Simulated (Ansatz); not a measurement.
The first iterations of a band of CH5AlSSi (9 atoms, charge 0, multiplicity 1).

All numbers below come from RKS BHLYP/cc-pVDZ (Ansatz 0.2.0).

```json
{"movable images": "5", "climbing image": "yes", "spring": "5.0 eV/Å²", "optimiser": "quadratic models (default)", "start path": "through a guess of the saddle point", "force threshold": "0.03 eV/Å", "iteration limit": "60", "end points": "relaxed"}
```

Initial state:

```xyz
9
Properties=species:S:1:pos:R:3
C -0.452 1.264 -1.636
Si 0.864 0.558 -0.783
Al 0.485 -0.873 1.129
S -1.616 -1.230 1.682
H -1.482 1.086 -1.337
H -0.328 1.913 -2.499
H 2.233 0.863 -1.271
H 1.619 -1.555 1.986
H -1.324 -2.026 2.730
```

Final state:

```xyz
9
Properties=species:S:1:pos:R:3
C -0.281 1.396 -1.819
Si 0.708 0.517 -0.721
Al -0.339 -0.776 1.027
S 0.952 -1.869 2.436
H -1.365 1.377 -1.742
H 0.111 2.004 -2.630
H 2.179 0.599 -0.901
H -1.903 -0.863 1.195
H -0.063 -2.386 3.156
```

| iteration | highest image above the first end (eV) | largest band force component (eV/Å) |
| --- | --- | --- |
| 1 | 4.058 | 9.569 |
| 2 | 1.122 | 3.781 |
| 3 | 0.428 | 1.733 |
| 4 | 0.289 | 1.238 |

Problem. Does the band converge within its limit, and where does its top end?

Solution. It converged. It ended after 13 iterations with the highest image 0.093 eV above the first end. A vibrational analysis at the climbing image gives one clearly imaginary mode, 68i cm⁻¹: a first-order saddle point.

The run took 2.4 min on 2 threads of Arm Neoverse V2, on a shared host, peak memory 0.2 GiB.
